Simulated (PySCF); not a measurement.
19F chemical shifts

No solvent, one conformer, no relativistic terms, equivalent nuclei averaged. Geometry: GFN2-xTB; σ from GIAO-PBE0/pcSseg-1; PySCF 2.14.0 with density-fitted response routines.

Shieldings were converted by a linear fit to measured shifts: 19F: δ = 146.13 − 0.903σ +14.6 on sp3 carbon (rms 6.0 ppm, 223 shifts, 7.0 ppm with the 5 outliers that the fit left out vs CFCl3, solution or neat liquid). A few per cent of atoms miss by over 2 rms, more outside the fitted compound classes.

Q: Give the 19F shifts of `C=C=CCC#CCF`, `CC[C@@H]1C[C@@]1([SiH3])OC(F)F`, `CCCOC(F)(F)CF`.

A: 
| compound | environment | δ (ppm) |
| --- | --- | --- |
| C=C=CCC#CCF | fluorine on an sp3 carbon | -215.8 |
| [CH3:1][CH2:2][C@@H:3]1[CH2:4][C@@:5]1([SiH3:6])[O:7][CH:8]([F:9])[F:10] | F10: fluorine of a CF2 group | -76.1 |
| [CH3:1][CH2:2][C@@H:3]1[CH2:4][C@@:5]1([SiH3:6])[O:7][CH:8]([F:9])[F:10] | F9: fluorine of a CF2 group | -83.0 |
| [CH3:1][CH2:2][CH2:3][O:4][C:5]([F:6])([F:7])[CH2:8][F:9] | F6/7: fluorine of a CF2 group (×2) | -90.1 |
| [CH3:1][CH2:2][CH2:3][O:4][C:5]([F:6])([F:7])[CH2:8][F:9] | F9: fluorine on an sp3 carbon | -235.6 |

Q: Order these by 19F shift, lowest first.
A. C=CC#C/C=C/CF
B. F[C@@H]1CO[C@H](O[SiH3])O1
C. FC(F)C([SiH3])([SiH3])[SiH3]
D. C#C[C@]1(CF)[C@@H]2C[C@@H]21

A: D (-228.5 ppm, fluorine on an sp3 carbon), A (-215.8 ppm, fluorine on an sp3 carbon), B (-113.9 ppm, fluorine on an sp3 carbon), C (-95.7 ppm, fluorine of a CF2 group).
